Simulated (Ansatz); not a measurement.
Consider the redistribution: `CBNCF` + `O[SiH2]F` → `CBO` + `FCN[SiH2]F`.

Program: Ansatz. Geometries: PBE0-D4/def2-TZVP. ΔE: electronic, gas phase. CCSD(T)/CBS is the MP2 limit (def2-TZVPP, def2-QZVPP) plus CCSD(T) − MP2 in def2-TZVPP, frozen cores. DFT in def2-TZVPP. B3LYP here is the variant with VWN-RPA as its local correlation; programs differ in this. Each species was taken in one conformer, which may not be the lowest.

| level | ΔE (kJ/mol) | difference from CCSD(T)/CBS |
| --- | --- | --- |
| PBE-D4 | 33.1 | -5.0 |
| r2SCAN-D4 | 36.5 | -1.6 |
| B3LYP-D4 | 35.2 | -2.9 |
| r2SCAN | 36.6 | -1.5 |
| PBE0 | 35.8 | -2.3 |
| B3LYP | 36.7 | -1.4 |
| HF/def2-TZVPP | 38.8 | 0.7 |
| MP2/def2-TZVPP | 38.5 | 0.4 |
| SCS-MP2/def2-TZVPP | 38.3 | 0.2 |
| CCSD/def2-TZVPP | 37.7 | -0.4 |
| CCSD(T)/def2-TZVPP | 37.4 | -0.7 |
| HF/def2-QZVPP | 39.1 | 1.0 |
| MP2/def2-QZVPP | 39.0 | 0.9 |
| SCS-MP2/def2-QZVPP | 38.7 | 0.6 |
| HF/CBS(def2) | 39.1 | 1.0 |
| CCSD/CBS(def2) | 38.4 | 0.3 |
| CCSD(T)/CBS | 38.1 | 0 |

Largest T1 diagnostic among the species: 0.012.
